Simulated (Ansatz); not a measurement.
`BO[SiH2]N` and `N[SiH2]OC[SiH3]` differ in one atom or group.

Ansatz, PBE0-D4/def2-TZVP geometries, multiplicity 1. Each molecule was computed in one conformer, which needn't be the lowest.

| property | `BO[SiH2]N` |
| --- | --- |
| HOMO energy (ωB97M-V/def2-TZVPP) / eV | -10.41 |
| LUMO energy (PBE0/def2-TZVPP) / eV | -0.45 |
| HOMO–LUMO gap (PBE/def2-TZVPP) / eV | 5.10 |
| HOMO–LUMO gap (B3LYP/def2-TZVPP) / eV | 7.04 |
| HOMO energy (B3LYP/def2-TZVPP) / eV | -7.75 |
| HOMO energy (PBE0/def2-TZVPP) / eV | -8.00 |

(1) Give the same properties after the change, and the shifts. (An estimate is asked.)

Answers

(1) The calculation gave: 
```tsv
property	`N[SiH2]OC[SiH3]`	shift
HOMO energy (ωB97M-V/def2-TZVPP) / eV	-10.22	0.19
LUMO energy (PBE0/def2-TZVPP) / eV	0.55	1.00
HOMO–LUMO gap (PBE/def2-TZVPP) / eV	6.13	1.03
HOMO–LUMO gap (B3LYP/def2-TZVPP) / eV	7.86	0.82
HOMO energy (B3LYP/def2-TZVPP) / eV	-7.58	0.17
HOMO energy (PBE0/def2-TZVPP) / eV	-7.84	0.16
```

With PBE0 the HOMO rises by 0.16 eV and the LUMO rises by 1.00 eV, so the gap widens by about 0.84 eV. PBE moves the HOMO by 0.15 eV and ωB97M-V by 0.19 eV.

B3LYP here is the variant with VWN-RPA as its local correlation; programs differ in this.
